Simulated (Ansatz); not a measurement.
`O=CB[SiH2]F` at its PBE0-D4/def2-TZVP geometry, where that method's forces vanish. Total charge 0; spin multiplicity 1.

```xyz
9

O     1.9186    0.5861    0.3753
C     0.9874    0.8221    1.1380
B     0.0226    0.8158   -0.0384
Si   -0.8087   -0.8890   -0.6764
F    -0.4641   -2.1037    0.3222
H     1.1198    0.9447    2.2222
H    -0.1475    1.8538   -0.6058
H    -2.2908   -0.7454   -0.7078
H    -0.3373   -1.2844   -2.0292
```

(1) What forces (eV/Å) does PBE-D4/def2-TZVPP give on these atoms in Ansatz 0.2.0? (Best estimate.)

## Answers

(1) Computed: 
```
O1   1.009 -0.240 -0.739
C2  -0.925  0.204  0.524
B3  -0.053 -0.052  0.038
Si4 -0.027  0.425 -0.177
F5   0.129 -0.469  0.363
H6   0.027  0.025  0.268
H7  -0.034  0.121 -0.084
H8  -0.176  0.031 -0.020
H9   0.050 -0.046 -0.173
```
